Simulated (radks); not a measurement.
Effect of the nuclear size on the rubidium ion Rb3+, [Ar] 3d10 4s2 4p4. All-electron calculation, Dirac Kohn-Sham, LDA (Slater exchange, Perdew-Wang correlation), spin-unpolarised, spherical densities, finite nucleus; open shells are shared between the two j in proportion to 2j + 1; Fermi nuclear charge, rms radius 4.2036 fm. Program: a radial shooting solver on a logarithmic mesh with Libxc functionals. The rms radius is varied about that value; shifts are against it.

rms radius (fm)	total energy shift (eV)	density at nucleus (e/bohr^3)	1s1/2 shift (meV)	2s1/2 shift (meV)	3p1/2 shift (meV)	4s1/2 shift (meV)	5s1/2 (empty) shift (meV)
3.5142	-0.217	5.553e+04	-92.0	-9.40	0.149	-0.205	-0.046
3.9976	-0.0685	5.493e+04	-29.1	-2.97	0.047	-0.065	-0.014
4.2036	0	5.469e+04	0.000	0.000	0.000	0.000	0.000
4.3717	0.0583	5.451e+04	24.7	2.52	-0.040	0.055	0.012
5.12	0.343	5.379e+04	145	14.9	-0.236	0.325	0.072

Slopes of the eigenvalues against <r^2> in GHz/fm^2, as finite differences over the two radii next to the reference (eigenvalue slopes, not the field-shift constants of lines): 1s1/2 4150, 2s1/2 424, 3p1/2 -6.73, 4s1/2 9.27.
